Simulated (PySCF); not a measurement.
## Stretching CuO

Set-up: basis Cu cc-pVDZ-PP with ECP10, O cc-pVDZ; scalar-relativistic core potentials; PySCF 2.14. Energies in eV from Cu (3d10 4s1) + O in their ground configurations at the same level. State: ²Π (doublet), unpaired electrons π ↑.

All columns are PBE0. A positive dipole means Cu(−)O(+).

| R (Å) | E (eV) | μ (D) | Mulliken charge on Cu (basis-dependent) | HOMO (eV) | LUMO (eV) | Mayer bond order | ⟨S²⟩ |
| --- | --- | --- | --- | --- | --- | --- | --- |
| 1.484 | -1.888 | -3.63 | 0.33 | -6.81 | -3.20 | 1.81 | 0.77 |
| 1.552 | -2.405 | -3.81 | 0.34 | -6.72 | -3.07 | 1.66 | 0.77 |
| 1.621 | -2.675 | -3.94 | 0.34 | -6.64 | -2.93 | 1.52 | 0.77 |
| 1.673 | -2.766 | -4.02 | 0.34 | -6.59 | -2.81 | 1.42 | 0.77 |
| 1.725 | -2.787 | -4.09 | 0.34 | -6.54 | -2.75 | 1.34 | 0.77 |
| 1.777 | -2.757 | -4.16 | 0.34 | -6.50 | -2.78 | 1.27 | 0.78 |
| 1.846 | -2.661 | -4.26 | 0.34 | -6.44 | -2.82 | 1.20 | 0.78 |
| 1.932 | -2.480 | -4.36 | 0.34 | -6.38 | -2.88 | 1.12 | 0.80 |
| 2.035 | -2.215 | -4.46 | 0.34 | -6.31 | -2.95 | 1.05 | 0.82 |
| 2.174 | -1.836 | -4.46 | 0.33 | -6.28 | -3.03 | 0.97 | 0.89 |

A fit through these points gives, at Re = 1.718 Å, μ = -4.08 D and dμ/dR = -1.41 D/Å; the reduced mass is 12.75 u.

Q: How strong is the fundamental in the double-harmonic approximation, I = 42.26·(dμ/dR)²/μred km/mol?

A: I = 42.26·(-1.41)²/12.75 = 6.59 km/mol at PBE0.

⟨S²⟩ of the unrestricted solution departs from its pure value on part of the curve, where spin states mix. With d or f electrons several states lie close, and the lowest PBE0 determinant need not be the measured ground state.
